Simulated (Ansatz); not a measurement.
Ansatz (a quantum-chemistry and plane-wave program) input (PBE/6-311+G**): The .json file is the Basis Set Exchange's 6-311+G**.

Ansatz 0.2 input:
```yaml
crystal:
  periodic: [false, false, false]
  atoms:
    - {symbol: N, position_ang: [-0.62356900, 1.47173400, -0.63993200]}
    - {symbol: Si, position_ang: [-0.17952900, -0.03579200, -0.08657300]}
    - {symbol: N, position_ang: [-1.16421800, -0.59941700, 1.12993900]}
    - {symbol: O, position_ang: [0.46507300, -1.18615800, -1.01527100]}
    - {symbol: O, position_ang: [1.50948600, 0.33905200, 0.58010300]}
    - {symbol: H, position_ang: [-0.04196600, 2.05294600, -1.22416900]}
    - {symbol: H, position_ang: [-1.58183400, 1.78594600, -0.62191400]}
    - {symbol: H, position_ang: [-1.75188800, -0.01302500, 1.70160900]}
    - {symbol: H, position_ang: [-1.26819800, -1.58011100, 1.34036200]}
    - {symbol: H, position_ang: [0.03090400, -1.57130400, -1.78173800]}
    - {symbol: H, position_ang: [2.20400200, -0.32620200, 0.43926700]}
    - {symbol: H, position_ang: [1.64043200, 0.82346400, 1.40989700]}
basis:
  gaussian:
    orbitals: 6-311+G__.json
hamiltonian:
  xc: {name: PBE}
total_charge: 1
output: {forces: true}
```

Output:

```
Functional definition: PBE
integrals: 0.10 GiB planned
1284 factors; their error is unknown
mean field: 0.58 GiB planned
mean field evaluation 1: about -15013.8577 eV, gradient 1.5e2 eV
mean field evaluation 2: about -14890.5706 eV, gradient 2.5e2 eV
mean field evaluation 4: about -15052.2362 eV, gradient 2.8e1 eV
mean field evaluation 8: about -15053.4793 eV, gradient 2.5e-1 eV
mean field evaluation 16: about -15053.4252 eV, gradient 5.8e-4 eV
mean field -15053.42517015 eV, -553.2031714249 hartree, gradient 2.6e-5 eV, S^2 0.000000; 0 other end points of the search recorded, 0 dependent functions left out
the calculation of the forces begins
reference -15053.42523311 eV, -553.2031737386 hartree; 25, 25 occupied and 136, 136 virtual orbitals, 1284 factors
Total energy: -15053.42523311 eV, -553.2031737386 hartree
Atom 0 at    -0.623569     1.471734    -0.639932 Å, force    -0.009833     0.201347     0.055252 eV/Å
Atom 1 at    -0.179529    -0.035792    -0.086573 Å, force    -0.303117     0.194106     0.047619 eV/Å
Atom 2 at    -1.164218    -0.599417     1.129939 Å, force    -0.089590    -0.038483     0.145178 eV/Å
Atom 3 at     0.465073    -1.186158    -1.015271 Å, force     0.537860    -0.472647    -0.174891 eV/Å
Atom 4 at     1.509486     0.339052     0.580103 Å, force     0.082650     0.136287    -0.136724 eV/Å
Atom 5 at    -0.041966     2.052946    -1.224169 Å, force     0.229075     0.244827    -0.230898 eV/Å
Atom 6 at    -1.581834     1.785946    -0.621914 Å, force    -0.381675     0.133250    -0.006280 eV/Å
Atom 7 at    -1.751888    -0.013025     1.701609 Å, force    -0.240761     0.229359     0.252108 eV/Å
Atom 8 at    -1.268198    -1.580111     1.340362 Å, force    -0.052934    -0.396188     0.085118 eV/Å
Atom 9 at     0.030904    -1.571304    -1.781738 Å, force    -0.135351    -0.165448    -0.308659 eV/Å
Atom 10 at     2.204002    -0.326202     0.439267 Å, force     0.282145    -0.235176    -0.031388 eV/Å
Atom 11 at     1.640432     0.823464     1.409897 Å, force     0.081530     0.168767     0.303566 eV/Å
Dipole moment:     0.260415     0.158640     0.301437 e Å
```

The dipole moment of an ion depends on the origin.

The geometry given is a B3LYP-D3(BJ)/def2-TZVP minimum.
